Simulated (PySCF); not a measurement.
**B3H5N3Cl**

B3H5N3Cl is a molecule, neutral, singlet. The structure was relaxed in the gas phase by PBE0-D3(BJ)/def2-SVP. No frequency run checks that it is a minimum.

SMILES: ClB1NBNBN1

Coordinates in Å:
```
N1      1.433    0.209    0.607
B2      0.980   -1.034    0.070
N3     -0.396   -1.131   -0.289
B4     -1.315   -0.051   -0.132
N5     -0.808    1.169    0.408
B6      0.556    1.313    0.781
Cl7     1.154    2.850    1.453
H8      2.405    0.311    0.872
H9      1.738   -1.964   -0.072
H10    -0.737   -2.003   -0.671
H11    -2.477   -0.160   -0.444
H12    -1.434    1.955    0.533
```

Shieldings: GIAO PBE0/pcSseg-1. Shifts are against computed references at the same level: H TMS (σ 31.27 ppm). Core levels by delta-SCF with SCAN, pcX-2 on the ionised atom and pcseg-1 elsewhere, spin-free X2C (2p3/2 is the spin-free 2p value less a third of a first-order spin-orbit splitting); from the vacuum level, for chosen atoms.

Give the NMR and core-level values of the distinct atoms.


```tsv
atoms	bonded to	σ (ppm)	δ (ppm)	core level (eV)
N1 N5	2 B + 1 H	124.8	-	1s 405.02
B2 B4	2 N + 1 H	72.5	-	1s 196.11
N3	2 B + 1 H	122.1	-	1s 404.90
B6	1 Cl + 2 N	72.3	-	1s 197.24
Cl7	1 B	876.6	-	2p3/2 205.91
H8 H12	1 N	25.90	5.36	-
H9 H11	1 B	26.53	4.74	-
H10	1 N	25.67	5.60	-
```

Values are those of this one static structure; atoms that internal rotation interchanges would show their mean in an NMR spectrum.

The core-hole states of B2, B6 are spin-contaminated (⟨S²⟩ 0.81, 0.80 against 0.75 for a pure doublet), so those values and differences from them are less sure.

By CAM-B3LYP/def2-SVPD (TDDFT singlets, Tamm-Dancoff triplets, ionisation by delta-SCF), where does absorption start, and what does vertical ionisation take?

The lowest singlet lies at 6.96 eV (f 0.005), the strongest of the first 6 at 7.76 eV (f 0.273), the lowest triplet at 6.56 eV; vertical ionisation takes 10.31 eV.
